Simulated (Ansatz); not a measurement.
This geometry of C3H8Si2 (13 atoms, charge 0, multiplicity 1) is a first-order saddle point.

Level of theory: RKS PBE0/cc-pVDZ in Ansatz.

```xyz
13
Properties=species:S:1:pos:R:3
C -2.088 1.593 0.310
C -1.125 0.964 -0.079
C 0.031 0.202 -0.504
Si 1.533 0.632 0.595
Si -0.311 -1.692 -0.509
H -2.936 2.160 0.641
H 0.304 0.480 -1.538
H 1.801 2.104 0.545
H 2.734 -0.114 0.090
H 1.248 0.215 2.004
H -1.694 -1.964 -0.010
H -0.157 -2.221 -1.902
H 0.679 -2.395 0.372
```

Q: Which two structures does it join? (They come from a converged band through this point; their orientation in space is the band's.)

A: No bond is made or broken. The dihedral Si4–C3–Si5–H11 goes from 60 to -179°. The two ends are copies of one structure, up to a mirror image or an exchange of like atoms.

Initial state:

```xyz
13
Properties=species:S:1:pos:R:3
C -2.080 1.582 0.043
C -1.073 0.961 -0.233
C 0.124 0.192 -0.505
Si 1.478 0.619 0.775
Si -0.293 -1.674 -0.534
H -2.968 2.136 0.275
H 0.527 0.449 -1.502
H 1.767 2.087 0.731
H 2.725 -0.146 0.446
H 1.006 0.238 2.143
H -0.789 -2.093 0.814
H -1.347 -1.938 -1.564
H 0.944 -2.450 -0.875
```

Final state:

```xyz
13
Properties=species:S:1:pos:R:3
C -2.081 1.538 0.375
C -1.113 0.943 -0.054
C 0.046 0.204 -0.511
Si 1.562 0.634 0.572
Si -0.337 -1.669 -0.526
H -2.936 2.069 0.742
H 0.299 0.490 -1.549
H 1.813 2.109 0.522
H 2.763 -0.095 0.049
H 1.300 0.214 1.984
H -1.522 -1.933 -1.401
H 0.853 -2.410 -1.059
H -0.626 -2.129 0.869
```

Q: How far does it lie above each of them?

A: 0.076 eV above the first and 0.076 eV above the second. This is the barrier of this one path; another mechanism may lie lower.

Run time: 85 s on 2 threads of Intel(R) Xeon(R) Platinum 8559C (Emerald Rapids), on a shared host, peak memory 0.31 GiB.
